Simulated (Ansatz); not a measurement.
Problem. Name a neutral molecule of C, Ge, N, O and H with HOMO energy (B3LYP/def2-TZVPP) between -6.00 and -5.70 eV and HOMO energy (PBE/def2-TZVPP) between -5.15 and -4.85 eV (Ansatz, PBE0-D4/def2-TZVP geometry).

Solution. `C[N](C)[GeH]([OH])[N](C)C` (-5.98 eV, -4.87 eV). Other molecules can fit too; these were computed, each in one conformer that needn't be the lowest.

B3LYP here is the variant with VWN-RPA as its local correlation; programs differ in this.
